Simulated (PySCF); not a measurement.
Species: C6H13PS.
Z-matrix (Å and degrees, PBE0-D3(BJ)/def2-SVP geometry), rows numbered from 1:
```
C 
C   1  1.3330
P   2  1.8142  1  120.72
S   3  1.9509  2  114.86  1     5.99
C   3  1.8671  2  106.34  1  -122.90
C   5  1.5272  3  109.65  2   -52.58
C   5  1.5285  3  106.62  2  -172.51
C   5  1.5268  3  107.62  2    68.80
H   1  1.0967  2  119.77  3    -0.78
H   1  1.0941  2  121.64  3   179.64
H   2  1.0956  1  121.58  3   179.65
H   3  1.4278  2  101.93  1   131.92
H   6  1.1022  5  109.47  3  -173.93
H   6  1.1023  5  111.99  3   -55.11
H   6  1.1001  5  112.13  3    67.17
H   7  1.1021  5  109.61  3  -176.27
H   7  1.1019  5  111.68  3    64.35
H   7  1.1000  5  110.86  3   -56.34
H   8  1.1020  5  109.74  3   176.11
H   8  1.1003  5  110.62  3    56.39
H   8  1.1012  5  111.64  3   -64.06
```

All values: PBE0/pcSseg-1 (PySCF, non-relativistic), on one gas-phase PBE0-D3(BJ)/def2-SVP geometry that isn't relaxed in the solvent. The solvent is an IEF-PCM continuum (van der Waals radii × 1.2). Only the electrostatic response of the medium enters.

Gas phase at PBE0/pcSseg-1: HOMO -6.46 eV, LUMO -0.91 eV, dipole 4.45 D.

Task: What does the continuum do to the energy, the frontier levels and the dipole at PBE0/pcSseg-1 in cyclohexane and chloroform?

Result: 
| solvent | ε | E(solvent) − E(gas) (kcal/mol) | polarisation term (kcal/mol) | distortion of the solute (kcal/mol) | HOMO (eV) | LUMO (eV) | dipole (D) |
| --- | --- | --- | --- | --- | --- | --- | --- |
| cyclohexane | 2.017 | -2.82 | -3.13 | 0.31 | -6.58 | -0.82 | 5.21 |
| chloroform | 4.711 | -5.28 | -6.44 | 1.16 | -6.71 | -0.77 | 5.92 |

The polarisation term is half the interaction of the solute with the surface charges that it induces; the rest is the cost of distorting the solute's density. The sum is the electrostatic part of solvation alone. From cyclohexane to chloroform the lowering changes by a factor 1.87, Onsager's factor (ε − 1)/(2ε + 1) by 1.76 and ε itself by 2.3.

Task: Which radius a makes the point-dipole formula ΔE = −[(ε − 1)/(2ε + 1)]·μ²/a³ give the value in chloroform, with the gas-phase dipole?

Result: μ = 1.752 au and |ΔE| = 0.00842 Eh give a = 2.68 Å; the farthest nucleus lies 4.05 Å from the centroid of the nuclei, so such a sphere wouldn't even hold the nuclei. The formula assumes a rigid point dipole at the centre of a sphere.

Task: Which ESP-fitted charges (PBE0/pcSseg-1) respond most in chloroform (means over atoms taken as equivalent)?

Result: 
| atoms | environment | gas (e) | solvent (e) | change |
| --- | --- | --- | --- | --- |
| S4 | sulfur bonded to P | -0.334 | -0.436 | -0.102 |
| P3 | phosphorus bonded to 2 C, S and H | -0.077 | -0.025 | +0.052 |
| C5 | sp3 carbon bound to phosphorus | +0.483 | +0.524 | +0.041 |
| C6/C7/C8 | methyl carbon | -0.466 | -0.491 | -0.025 |
| H11 | vinylic hydrogen | +0.133 | +0.154 | +0.021 |
| C1 | terminal =CH2 carbon | -0.288 | -0.304 | -0.016 |
| H12 | P–H hydrogen | +0.121 | +0.136 | +0.015 |
| H10 | vinylic hydrogen | +0.162 | +0.177 | +0.015 |

Task: How do the nuclear quadrupole coupling constants eQVzz/h respond in chloroform?

Result: 
| nucleus | Q (barn) | gas (MHz) | solvent (MHz) | η gas | η solvent |
| --- | --- | --- | --- | --- | --- |
| 33S at S4 | -0.06781 | -38.13 | -37.12 | 0.01 | 0.01 |
